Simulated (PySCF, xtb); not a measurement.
prop-2-enylcyclopropane (C6H10), SMILES C(=C)CC1CC1.

xtb with GFN2-xTB at its own geometry gives an orbital gap of 5.34 eV and a dipole moment of 0.29 D.

Geometry: B3LYP-D3(BJ)/def2-SVP. One conformer was computed; it need not be the lowest.

Problem. What does B3LYP/def2-TZVP (PySCF) give? (An estimate is asked for; the answer gives what the named calculation found.)

Solution. gap 7.15 eV (levels -7.20 and -0.06 eV), dipole 0.32 D.
